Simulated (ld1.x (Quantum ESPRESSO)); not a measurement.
## Reading a pseudo-wave (O)

Columns: radius, all-electron u(r) and pseudo u(r) of the 2s shell (level -39.40 eV) of oxygen in the configuration [He] 2s2 2p3; LDA (PZ), scalar-relativistic, TM scheme, ld1.x (Quantum ESPRESSO) 7.5.

```csv
r (bohr),all-electron,pseudo
0.078,0.4238,-0.0873
0.155,0.3783,-0.1768
0.232,0.1551,-0.2729
0.310,-0.1164,-0.3797
0.388,-0.3711,-0.4966
0.465,-0.5812,-0.6189
0.542,-0.7432,-0.7397
0.620,-0.8602,-0.8474
0.698,-0.9353,-0.9274
0.775,-0.9752,-0.9730
0.852,-0.9879,-0.9877
0.930,-0.9794,-0.9794
1.008,-0.9547,-0.9547
1.085,-0.9190,-0.9190
1.162,-0.8755,-0.8755
1.240,-0.8264,-0.8264
1.318,-0.7745,-0.7745
1.395,-0.7222,-0.7222
1.472,-0.6700,-0.6700
1.550,-0.6183,-0.6183
1.628,-0.5684,-0.5684
1.705,-0.5213,-0.5213
1.782,-0.4768,-0.4768
1.860,-0.4344,-0.4344
1.938,-0.3949,-0.3949
2.015,-0.3587,-0.3587
```

(1) How many radial nodes do the two functions have?

(2) At about which radius was the pseudo-wave matched?

(3) Is the pseudo-wave norm-conserving?

Answers

(1) The all-electron 2s function has n − l − 1 = 1; the pseudo-wave has 0, since the states of the same l below it are removed with the core.

(2) 0.95 bohr. The columns agree to 0.0005 from 0.85 bohr on; several derivatives are matched, so the curves merge somewhat inside the radius.

(3) Yes: the TM scheme keeps the norm inside the radius equal to the all-electron one, which fixes the energy derivative of the logarithmic derivative at the level.
